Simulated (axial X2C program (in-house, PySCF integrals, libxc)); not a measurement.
Bond lengths and stretching modes, held linear, of HCoH

Computed with an in-house all-electron X2C program for linear molecules (integrals from PySCF): two-component X2C with atomic mean-field Coulomb and Gaunt terms, Gaussian nuclei, basis H dyall-v3z, Co dyall-v3z with contracted cores. Spin-free rows use the one-electron spin-free X2C Hamiltonian.

Masses H 1.008, Co 58.933, H 1.008 u. States: 2c Ω = 9/2 (beyond evenly filled blocks: ω = 1/2, ω = 3/2, ω = 5/2); spin-free M_S = 3/2, Λ = 3 (beyond evenly filled blocks: σα, π+α, π+β, π-α, δ+α, δ+β, δ-α).

HF, 2c: energies above the lowest point

```json
{"r(H–Co) (Å)": "1.5542", "r(Co–H) (Å)": "1.5542", "E (meV)": "130.98"}
{"r(H–Co) (Å)": "1.5542", "r(Co–H) (Å)": "1.5940", "E (meV)": "86.27"}
{"r(H–Co) (Å)": "1.5542", "r(Co–H) (Å)": "1.6339", "E (meV)": "64.36"}
{"r(H–Co) (Å)": "1.5940", "r(Co–H) (Å)": "1.5542", "E (meV)": "86.27"}
{"r(H–Co) (Å)": "1.5940", "r(Co–H) (Å)": "1.5940", "E (meV)": "42.38"}
{"r(H–Co) (Å)": "1.5940", "r(Co–H) (Å)": "1.6339", "E (meV)": "21.24"}
{"r(H–Co) (Å)": "1.5940", "r(Co–H) (Å)": "1.6737", "E (meV)": "19.82"}
{"r(H–Co) (Å)": "1.6339", "r(Co–H) (Å)": "1.5542", "E (meV)": "64.36"}
{"r(H–Co) (Å)": "1.6339", "r(Co–H) (Å)": "1.5940", "E (meV)": "21.24"}
{"r(H–Co) (Å)": "1.6339", "r(Co–H) (Å)": "1.6339", "E (meV)": "0.83"}
{"r(H–Co) (Å)": "1.6737", "r(Co–H) (Å)": "1.5940", "E (meV)": "19.82"}
{"r(H–Co) (Å)": "1.6737", "r(Co–H) (Å)": "1.6737", "E (meV)": "0.00"}
```

**Question.** Fit a quadratic surface with cubic terms in each bond: where is the minimum, and what are the two stretching wavenumbers?

**Answer.** At HF, 2c: bonds 1.654 and 1.654 Å; harmonic stretches 1745.8 and 1787.3 cm⁻¹; force constants 1.82, 1.82 and coupling 0.07 mdyn/Å.

The other levels and Hamiltonians give:

```
Hamiltonian  level  r(H–Co) (Å)  r(Co–H) (Å)  lower stretch (cm⁻¹)  upper stretch (cm⁻¹)
         2c   PBE0        1.596        1.596                1742.7                1845.3
         2c    PBE        1.590        1.590                1710.9                1821.2
         2c    MP2        1.594        1.594                1833.8                1882.9
  spin-free   PBE0        1.596        1.596                1743.8                1846.3
  spin-free     HF        1.654        1.654                1747.1                1788.5
  spin-free    PBE        1.590        1.590                1712.1                1822.2
  spin-free    MP2        1.594        1.594                1835.2                1884.0
```

Each state is one determinant, the lowest of a limited PBE0 search; the stretches come from a fit to these few points and carry an uncertainty of a few per cent. Other orders of the atoms were not compared. MP2 freezes inner shells (threshold -2 hartree). The molecule was held linear; bending was not examined, so a bent shape may lie lower. Note: functional without a current term on a determinant with orbital currents, of the molecule or an atom. Note: several unpaired electrons, one determinant need not be a pure state.
